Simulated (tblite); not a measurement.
Compound: C7H16BP.
Atom-mapped SMILES: `[CH2:1]=[C:2]([CH3:3])[CH2:4][B:5]([PH2:6])[CH2:7][CH2:8][CH3:9]` (hydrogens: H10, H11 on C1; H12, H13, H14 on C3; H15, H16 on C4; H17, H18 on P6; H19, H20 on C7; H21, H22 on C8; H23, H24, H25 on C9)

Computed with GFN2-xTB (tblite), gas phase: L-BFGS steps from a force-field or distance-geometry start until the largest atomic force falls under 0.01 eV/Å.

Geometry at step 29:
```
atom  x, y, z in Å
C1      2.9016   -0.6652    1.6520
C2      2.4269   -0.3832    0.4488
C3      3.0049    0.7351   -0.3699
C4      1.2949   -1.1742   -0.1695
B5      0.0497   -0.2596   -0.5508
P6      0.1069    0.5199   -2.3228
C7     -1.1690   -0.0199    0.4259
C8     -2.5375    0.2344   -0.2202
C9     -3.6277    0.3516    0.8343
H10     3.7098   -0.0954    2.0808
H11     2.5067   -1.4644    2.2555
H12     2.7083    0.6573   -1.4129
H13     4.0922    0.7365   -0.3132
H14     2.6509    1.6961    0.0045
H15     1.6989   -1.6323   -1.0829
H16     1.0309   -1.9810    0.5191
H17    -0.7951   -0.4208   -2.8062
H18    -0.9005    1.4568   -2.1576
H19    -0.9143    0.8631    1.0272
H20    -1.2757   -0.8431    1.1392
H21    -2.5028    1.1532   -0.8101
H22    -2.7752   -0.5829   -0.9062
H23    -3.6145   -0.5187    1.4875
H24    -3.4725    1.2395    1.4427
H25    -4.6092    0.4212    0.3715
```

Question: What forces act on the atoms?

Answer: 
```csv
atom,Fx (eV/Å),Fy (eV/Å),Fz (eV/Å)
C1,-0.043,0.016,0.009
C2,0.001,-0.026,0.008
C3,-0.012,0.033,-0.032
C4,-0.057,0.010,-0.010
B5,0.020,0.036,-0.133
P6,-0.032,0.008,0.029
C7,0.171,-0.019,-0.031
C8,0.064,-0.016,0.016
C9,-0.041,0.017,0.004
H10,0.003,-0.039,0.000
H11,-0.011,0.019,0.019
H12,0.019,-0.039,-0.023
H13,-0.023,-0.004,0.030
H14,-0.023,0.008,0.002
H15,-0.022,0.004,0.062
H16,-0.006,0.035,-0.032
H17,0.056,-0.004,-0.019
H18,0.008,0.001,-0.024
H19,-0.018,-0.051,0.035
H20,0.046,0.029,-0.010
H21,-0.039,0.005,0.023
H22,0.003,-0.039,0.047
H23,-0.047,0.002,-0.005
H24,0.002,0.004,0.040
H25,-0.016,0.009,-0.006
```

The largest, 0.17 eV/Å, acts on C7; the rms over all components is 0.037 eV/Å. The forces sum to zero within rounding, as they must for an isolated molecule in no field.

Question: Give the force on C7 in Eh/bohr and in nN.

Answer: 0.175 eV/Å ÷ 51.422 = 0.00340 Eh/bohr, and 0.175 eV/Å × 1.602 = 0.28 nN.

Question: How far is this geometry from the end of the optimisation?

Answer: 0.265 eV above it, and 0.785 Å rms away after alignment. The bonds farthest from their final lengths, with half the difference of the two atoms' forces along the bond (positive lengthens):

```
  bond  now (Å)  final (Å)  force along bond (eV/Å)
 B5–P6    1.937      1.887                    -0.08
P6–H17    1.390      1.383                    -0.02
P6–H18    1.386      1.379                    -0.02
C4–H15    1.099      1.093                    -0.02
 C2–C3    1.502      1.497                    +0.03
 C7–C8    1.535      1.531                    +0.04
```

The angle farthest from its final value is B5–P6–H17, 91.5° against 99.1°.

The cost below is that of the whole relaxation. On one thread, Arm Neoverse V1 (aarch64), on a shared host, this took 2.3 s.
